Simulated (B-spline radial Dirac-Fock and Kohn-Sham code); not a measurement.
## Subshell cross sections of Ni⁺, photon energy 100 eV

System: Ni⁺, configuration [Ar] 3d9.

These are calculated numbers from a radial atomic solver; the model is Dirac-Hartree-Slater photoionisation with all multipoles and Dirac-Fock thresholds. The asymmetry parameter β is from the dipole term alone. Kinetic energies are from the vacuum level. Open shells are spread statistically over j, without multiplet splitting.

The last column is dσ/dΩ = σ/(4π) · [1 − (β/2) P₂(cos θ)] at θ = 90° from the beam of unpolarised light.

```csv
subshell,electrons,binding (eV),kinetic (eV),σ (kb),β,dσ/dΩ (kb/sr)
3p1/2,2,88.08,11.92,194,0.40,16.9
3p3/2,4,85.96,14.04,388,0.02,31.0
3d3/2,3.6,16.78,83.22,2590,0.71,243
3d5/2,5.4,16.50,83.50,3860,0.72,362
```

Branching ratios of the spin-orbit partners (statistical value in brackets): 3p 2.00 (2.00), 3d 1.49 (1.50).

At such low photon energies correlation between channels can change these cross sections by tens of per cent.

Run: 4.2 s of CPU time on 1 thread of Neoverse-V2 (shared host), peak memory 0.38 GiB.
